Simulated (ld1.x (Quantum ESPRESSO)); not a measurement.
# P (Z = 15): excitation energies, all-electron against TM

phosphorus, norm-conserving Troullier–Martins (Kleinman–Bylander form), made with ld1.x (Quantum ESPRESSO) 7.5 (PBE, scalar-relativistic). Core [He], reference 2s2 2p6 3s1.75 3p3.25. Waves: 2s (bound): rc 0.70 bohr; 3d channel at 0.35 Ry: rc 0.55 bohr; 2p (bound): rc 0.60 bohr. Local part: the p channel. Core correction: a·sin(br)/r model core inside 0.25 bohr.

Occupied shells without a wave of their own: 3p, 3s. They enter only through the test configuration that unscreens the potential, and ld1.x also counts them in the model core charge.

Energies are relative to the spin-unpolarised reference configuration 2s2 2p6 3s1.75 3p3.25; without spin polarisation the order of configurations can differ from experiment.

ld1.x takes every shell without a wave as core, so the model core holds the 3p, 3s electrons as well and exchange and correlation see them twice. This cancels in the reference configuration, but the file is broken for other ones, and its errors say nothing about a proper core correction.

```csv
valence configuration,charge,ΔE all-electron (eV),error AE − PS (meV)
2s2 2p6 3s2 3p3,0,-2.120,+40
2s2 2p6 3s2 3p2,+1,7.609,+45
2s2 2p6 3s2 3p1,+2,26.756,-185
2s2 2p6 3s1 3p0,+4,108.501,-2077
2s2 2p6 3s2 3p0,+3,56.495,-762
2s2 2p6 3s2 3p3.3,-0.3,-3.427,+5.9
2s2 2p6 3s1 3p4,0,6.414,-135
```
